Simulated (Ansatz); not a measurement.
A structure relaxed at PBE-D4/def2-SVP in Ansatz, charge 1, doublet:

```xyz
5

Mg    1.071   -0.398   -1.035
Mg   -0.695    1.372   -0.099
Mg   -0.376   -0.974    1.134
O     0.911    0.516    0.745
O    -0.911   -0.516   -0.745
```

**Question.** Give its formula and point group.

**Answer.** the cluster Mg₃O₂⁺. Point group D3h (tolerance 0.1 Å).

**Question.** Summarise the bond lengths by kind (pairs closer than 1.2 times the sum of covalent radii, bridged metal pairs left out).

**Answer.** 6 × Mg–O 2.01 Å.

Another isomer (doublet) lies 0.68 eV lower at PBE0-D4/def2-TZVP; other spin states weren't run for this one.
